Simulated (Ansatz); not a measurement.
Relaxation of BFGaH3 (6 atoms, charge 0, multiplicity 1), to a largest force component of 0.02 eV/Å in at most 40 steps.

All numbers below come from Ansatz 0.2.0, RKS B3LYP-D4/def2-SVP.

```xyz
6
Properties=species:S:1:pos:R:3
B -0.434 0.257 -0.457
Ga 0.484 -0.320 0.665
F 0.875 -1.567 0.149
H -1.562 0.196 -0.245
H -0.124 0.904 -1.433
H 0.804 0.466 1.276
```

Problem. Where does it end, and by what steps?

Solution. It converged. After 10 steps the energy has fallen by 12.759 eV; H6 moved furthest, 0.85 Å. The start is strongly strained (largest force component 26 eV/Å).

| step | energy less start (eV) | largest force component (eV/Å) | accepted |
| --- | --- | --- | --- |
| 0 | 0.0000 | 25.752 | yes |
| 1 | -8.1518 | 9.588 | yes |
| 2 | -11.2628 | 3.601 | yes |
| 3 | -12.3313 | 0.962 | yes |
| 4 | -12.6734 | 0.383 | yes |
| 5 | -12.7491 | 0.301 | yes |
| 6 | -12.7412 | 0.545 | no |
| 7 | -12.7578 | 0.060 | yes |
| 8 | -12.7589 | 0.043 | yes |
| 9 | -12.7584 | 0.148 | no |
| 10 | -12.7594 | 0.014 | yes |

```xyz
6
Properties=species:S:1:pos:R:3
B -0.745 0.447 -0.739
Ga 0.626 -0.258 0.671
F 1.163 -1.927 0.396
H -1.932 0.303 -0.586
H -0.382 1.021 -1.737
H 1.312 0.349 1.949
```

Whether the end is a true minimum wasn't checked by a vibrational analysis.

The run took 19 s on 1 CPU thread of a shared host.
